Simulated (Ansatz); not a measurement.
BGaH$_{3}$N (`[BH]1[NH][GaH]1`) at its PBE0-D4/def2-TZVP geometry, where that method's forces vanish. Total charge 0; spin multiplicity 1.

```xyz
6

B     0.8666    0.5091    0.0958
N    -0.4926    0.5236    0.2410
Ga    0.0186   -1.2307   -0.4492
H     1.8030    1.2268    0.2605
H    -1.1060    1.2595    0.5715
H    -1.0896   -2.2883   -0.7196
```

Question: What forces (eV/Å) does B3LYP-D4/def2-TZVPP give on these atoms in the Gaussian-basis code of Ansatz? (Estimate.)

Answer: The calculation gave: 
```
B1   0.069  0.220  0.074
N2  -0.001  0.171  0.062
Ga3  0.045 -0.336 -0.127
H4  -0.096 -0.095 -0.025
H5  -0.005  0.018  0.007
H6  -0.013  0.022  0.009
```

B3LYP here is the variant with VWN-RPA as its local correlation; programs differ in this.
